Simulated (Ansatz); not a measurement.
`C/C(Cl)=N\[SiH3]` + `[SiH3]P` → `[SiH3]P[SiH3]` + `CC(=N)Cl` at 400 K and 1 bar (ligand exchange at the Si–N bond).

Isolated molecules relaxed with PBE0-D4/def2-TZVP in Ansatz; ΔE leaves out vibrations. CBS: MP2 limit from def2 TZ/QZ plus the TZ coupled-cluster correction, frozen cores. This one scheme is used for every species. One conformer a species, not always the lowest.

```
           species  CCSD(T)/CBS energy (Eh)  H − E (kJ/mol)  S (J/(mol·K))
`C/C(Cl)=N\[SiH3]`               -883.27379           229.6          385.6
         `[SiH3]P`               -633.00997           132.7          302.6
   `[SiH3]P[SiH3]`               -923.30091           188.9          376.4
        `CC(=N)Cl`               -592.98219           180.2          315.8
```

H − E and S are ideal-gas, rigid-rotor, harmonic terms from PBE0-D4/def2-TZVP, for one conformer and one mirror image of each species. 1 Eh = 2625.50 kJ/mol, R = 8.31446 J/(mol·K).

Question: By hand: ΔE, ΔH, ΔS and ΔG.

Answer: ΔE = (-923.30091) + (-592.98219) − (-883.27379) − (-633.00997) = 0.00066 Eh = 1.7 kJ/mol. Δ(H − E) = 188.9 + 180.2 − 229.6 − 132.7 = 6.8, so ΔH = 8.5 kJ/mol. ΔS = 376.4 + 315.8 − 385.6 − 302.6 = 4.0 J/(mol·K). ΔG = 8.5 − 400 × (4.0)/1000 = 6.9 kJ/mol.

Question: By hand: the equilibrium constant, and the temperature at which ΔG would vanish if ΔH and ΔS stayed fixed.

Answer: log₁₀ K = −ΔG/(RT ln 10) = -0.9. ΔG = 0 at ΔH/ΔS = 2125 K, though so small a ΔH makes that figure unsure.

The number of gas molecules stays the same, so ΔS is small and ΔH decides. A doubt of 5 kJ/mol in ΔE shifts log₁₀ K by 0.7 here. Other conformers and mirror images would add mixing entropy, several J/(mol·K) or more a flexible species. These are equilibria of isolated gas molecules and say nothing of rates. Largest T1 diagnostic: 0.013 (customary marks: 0.02 for closed shells, 0.045 for open ones).
